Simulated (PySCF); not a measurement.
Isomers of C5H11FO2Si2, one GFN2-xTB conformer each. Single-point energies are computed at PBE0/pcSseg-1 (PySCF, gas phase, no added dispersion term), electronic only.

```csv
SMILES,GFN2-xTB relative energy (kcal/mol)
CC(=O)O[SiH2]C/C=C(/F)[SiH3],8.7
CC(=O)O[Si@@H]1C[SiH2][C@H](F)C1,1.8
COC(=O)[Si@@H]1C[SiH2][C@H](F)C1,47.3
O=CO[Si@@H]1C[C@@H](F)C[C@@H]1[SiH3],0.0
```

Conformers: `[CH3:1][C:2](=[O:3])[O:4][SiH2:5][CH2:6]/[CH:7]=[C:8](/[F:9])[SiH3:10]` with C1–C2–O4–Si5 178°, C2–O4–Si5–C6 -179°, O4–Si5–C6–C7 172°, Si5–C6–C7–C8 -104°; `[CH3:1][C:2](=[O:3])[O:4][Si@@H:5]1[CH2:6][SiH2:7][C@H:8]([F:9])[CH2:10]1` with C1–C2–O4–Si5 178°, C2–O4–Si5–C6 -177°, O4–Si5–C6–Si7 -129°, Si5–C6–Si7–C8 -10°, C6–Si7–C8–F9 156°, Si7–C8–C10–Si5 -44°; `[CH3:1][O:2][C:3](=[O:4])[Si@@H:5]1[CH2:6][SiH2:7][C@H:8]([F:9])[CH2:10]1` with C1–O2–C3–O4 0°, O2–C3–Si5–C6 71°, C3–Si5–C6–Si7 -128°, Si5–C6–Si7–C8 -10°, C6–Si7–C8–F9 157°, Si7–C8–C10–Si5 -45°; `[O:1]=[CH:2][O:3][Si@@H:4]1[CH2:5][C@@H:6]([F:7])[CH2:8][C@@H:9]1[SiH3:10]` with O1–C2–O3–Si4 -1°, C2–O3–Si4–C5 178°, O3–Si4–C5–C6 -136°, Si4–C5–C6–F7 -78°, C5–C6–C8–C9 -50°, C6–C8–C9–Si10 160°.

Question: What does PBE0/pcSseg-1 give for the same structures?

Answer: 
| SMILES | PBE0/pcSseg-1 E (Eh) | PBE0/pcSseg-1 (kcal/mol) | GFN2-xTB (kcal/mol) | point group |
| --- | --- | --- | --- | --- |
| CC(=O)O[Si@@H]1C[SiH2][C@H](F)C1 | -1025.70238 | 0.0 | 1.8 | C1 |
| O=CO[Si@@H]1C[C@@H](F)C[C@@H]1[SiH3] | -1025.68890 | 8.5 | 0.0 | C1 |
| CC(=O)O[SiH2]C/C=C(/F)[SiH3] | -1025.64870 | 33.7 | 8.7 | C1 |
| COC(=O)[Si@@H]1C[SiH2][C@H](F)C1 | -1025.64478 | 36.1 | 47.3 | C1 |

GFN2-xTB puts O=CO[Si@@H]1C[C@@H](F)C[C@@H]1[SiH3] lowest instead; measured from each level's own lowest isomer, the values differ by up to 25.0 kcal/mol (CC(=O)O[SiH2]C/C=C(/F)[SiH3]: 8.7 against 33.7). As drawn, the lowest has an Si–O bond, which the highest lacks. Neighbours under 2.5 kcal/mol apart (CC(=O)O[SiH2]C/C=C(/F)[SiH3] and COC(=O)[Si@@H]1C[SiH2][C@H](F)C1) can change places with a better method, another conformer or zero-point energy.

Question: Which frontier levels, dipoles and rotational constants go with these structures?

Answer: 
```csv
SMILES,"HOMO (eV, PBE0/pcSseg-1)",LUMO (eV),dipole (D),"A, B, C (MHz)"
CC(=O)O[Si@@H]1C[SiH2][C@H](F)C1,-8.05,-0.06,3.12,"1978, 509.7, 444.3"
O=CO[Si@@H]1C[C@@H](F)C[C@@H]1[SiH3],-8.33,-0.25,2.57,"1432, 757.7, 562.2"
CC(=O)O[SiH2]C/C=C(/F)[SiH3],-7.14,-0.47,3.02,"2162, 348.2, 324.8"
COC(=O)[Si@@H]1C[SiH2][C@H](F)C1,-7.64,-0.74,1.41,"1715, 513.5, 484.5"
```
